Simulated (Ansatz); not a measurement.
C₄H₁₁Al (`CC[CH](C)[AlH2]`). Charge 0, multiplicity 1. The structure was optimised at the PBE0-D4/def2-TZVP level. It is one conformer, not always the lowest.

```xyz
16

C    -1.844    0.692    0.091
C    -0.410    0.753    0.592
C     0.380   -0.512    0.255
C     1.830   -0.411    0.723
Al    0.199   -0.810   -1.687
H    -2.371   -0.175    0.498
H    -2.414    1.586    0.354
H    -1.888    0.618   -1.007
H    -0.408    0.926    1.677
H     0.090    1.624    0.151
H    -0.096   -1.356    0.772
H     2.387   -1.337    0.557
H     2.366    0.391    0.204
H     1.889   -0.189    1.796
H     0.593    0.385   -2.666
H    -0.305   -2.185   -2.311
```

Problem. What is the dipole moment at PBE/def2-TZVPP? (Best estimate.)

Solution. Computed: 1.15 D, with components (-0.20, 0.24, 1.10) D in this frame, pointing from negative to positive charge.

Problem. And with r2SCAN, B3LYP, ωB97M-V? (Best estimate.)

Solution. Computed: r2SCAN 1.13 D, B3LYP 1.09 D, ωB97M-V 1.10 D.

Problem. Give the Mulliken charges with PBE, ωB97M-V, B3LYP in def2-TZVPP. (An estimate is asked.)

Solution. Computed: 
```json
{"atom": "C1", "PBE": "-0.25", "ωB97M-V": "-0.33", "B3LYP": "-0.26"}
{"atom": "C2", "PBE": "-0.10", "ωB97M-V": "-0.18", "B3LYP": "-0.10"}
{"atom": "C3", "PBE": "-0.07", "ωB97M-V": "-0.24", "B3LYP": "-0.08"}
{"atom": "C4", "PBE": "-0.30", "ωB97M-V": "-0.37", "B3LYP": "-0.31"}
{"atom": "Al5", "PBE": "0.32", "ωB97M-V": "0.41", "B3LYP": "0.41"}
{"atom": "H6", "PBE": "0.09", "ωB97M-V": "0.12", "B3LYP": "0.09"}
{"atom": "H7", "PBE": "0.08", "ωB97M-V": "0.11", "B3LYP": "0.09"}
{"atom": "H8", "PBE": "0.06", "ωB97M-V": "0.08", "B3LYP": "0.05"}
{"atom": "H9", "PBE": "0.05", "ωB97M-V": "0.09", "B3LYP": "0.05"}
{"atom": "H10", "PBE": "0.07", "ωB97M-V": "0.11", "B3LYP": "0.07"}
{"atom": "H11", "PBE": "0.05", "ωB97M-V": "0.10", "B3LYP": "0.05"}
{"atom": "H12", "PBE": "0.08", "ωB97M-V": "0.11", "B3LYP": "0.08"}
{"atom": "H13", "PBE": "0.09", "ωB97M-V": "0.11", "B3LYP": "0.09"}
{"atom": "H14", "PBE": "0.07", "ωB97M-V": "0.10", "B3LYP": "0.07"}
{"atom": "H15", "PBE": "-0.13", "ωB97M-V": "-0.12", "B3LYP": "-0.15"}
{"atom": "H16", "PBE": "-0.12", "ωB97M-V": "-0.11", "B3LYP": "-0.14"}
```

B3LYP here is the variant with VWN-RPA as its local correlation; programs differ in this.
